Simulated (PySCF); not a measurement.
The multiplicity is imposed and other spin states were not computed.

B3LYP has the VWN-RPA correlation part, as in Gaussian. 

```xyz
5

Cu     0.0004     0.0001    -0.0002
Cl    -1.0760    -1.6233     1.0557
Cl     1.0795     1.6224    -1.0548
Cl    -0.2368     1.3074     1.7725
Cl     0.2346    -1.3063    -1.7740
```

Charge -1, multiplicity 1.

Task: Give the Mulliken and meta-Löwdin atomic charges from PySCF 2.14.0 with B3LYP-D3(BJ)/def2-TZVP // TPSS-D3(BJ)/def2-SVP.

Result: 
| atom | Mulliken (e) | meta-Löwdin (e) |
|---|---|---|
| Cu1 | 0.29 | 1.00 |
| Cl2 | -0.32 | -0.50 |
| Cl3 | -0.32 | -0.50 |
| Cl4 | -0.32 | -0.50 |
| Cl5 | -0.32 | -0.50 |
